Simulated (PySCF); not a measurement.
**W⁺ (tungsten, charge +1): MN15 calculation**

Configuration: [Xe] 4f14 5d4 6s1, high-spin 6D determinant. Computed with PySCF 2.14 in cc-pVTZ-PP with ECP60MDF, with scalar relativity through the core potential.

```
Total energy                                                  : -66.9134 hartree
One-electron energy                                           : -109.1919 hartree
Hartree (Coulomb) energy                                      : 49.5526 hartree
Exchange-correlation energy                                   : -7.2741 hartree
⟨S²⟩                                                          : 8.7519
⟨L²⟩                                                          : 6.004
Sum of ⟨r⟩                                                    : 20.69 bohr
Sum of ⟨r²⟩                                                   : 41.23 bohr²
Traceless quadrupole moment −½Σ⟨3z² − r²⟩ along its main axis : -1.18 e·bohr²
Time after the integrals                                      : 3.3 s of wall time on 1 thread of Neoverse-N1 (shared host)
```

```csv
shell,electrons,mean orbital energy (eV),spread (eV),"rms radius, mean of both spins (bohr)"
5s α,1,-89.718,0,1.15
5s β,1,-87.594,0,1.15
5p α,3,-53.898,0.448,1.35
5p β,3,-51.416,0.991,1.35
5d α,4,-14.625,0.266,2.22
6s α,1,-14.286,0,2.83
```

Energies and moments cover only the electrons outside the core potential. Spin-orbit coupling, absent here, splits the open shell strongly.
